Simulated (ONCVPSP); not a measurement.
LDA (Perdew-Wang 92) ONCV dataset for boron, scalar-relativistic all-electron reference.

B (Z = 5), optimised norm-conserving Vanderbilt (ONCV), made with ONCVPSP 4.0.1 (LDA (Perdew-Wang 92), scalar-relativistic). Core [He], reference 2s2 2p1. Waves: 2s: rc 1.65 bohr, ncon 4, nbas 9, qcut 3.5 1/bohr, 2 projectors, debl 2.4 Ha; 2p: rc 3.75 bohr, ncon 5, nbas 9, qcut 3.9 1/bohr, 1 projector; d scattering state at 0.36 Ha: rc 3.40 bohr, ncon 4, nbas 7, qcut 3.1 1/bohr, 2 projectors, debl 0.4 Ha. Local part: polynomial inside 1.55 bohr (lpopt 5, dvloc0 2 Ha). Core correction: polynomial model core, fcfact 0.35.

All-electron outer shells of the reference configuration (LDA (PZ), scalar-relativistic, ld1.x):

```
shell  level (eV)  outermost node (bohr)  outermost maximum (bohr)
   1s     -178.66                      –                      0.21
   2s       -9.39                   0.46                      1.52
   2p       -3.72                      –                      1.55
```

Q: Does the generator finish with these settings?

A: Yes, a potential is produced and its reference levels are reproduced.

Q: Estimate the cutoffs (Ha) at which the residual kinetic energy of the hardest occupied pseudo-wave falls to 1 and 0.1 mHa per electron.

A: 14 Ha and 78 Ha.

Q: Does the potential have ghost states?

A: No bound ghost flagged; no localised positive-energy state flagged.

Q: Which valence shell sets the plane-wave cutoff?

A: 2s: 14 Ha for 1 mHa per electron, against 5 Ha for 2p.

Q: Tests: 2s2 2p0; 2s1 2p0; 2s2 2p0.5; 2s1 2p2. Which has the largest error in its energy relative to the reference configuration, and how large is it?

A: 2s1 2p0, with +449 meV (all-electron minus pseudo) on +33.62 eV.
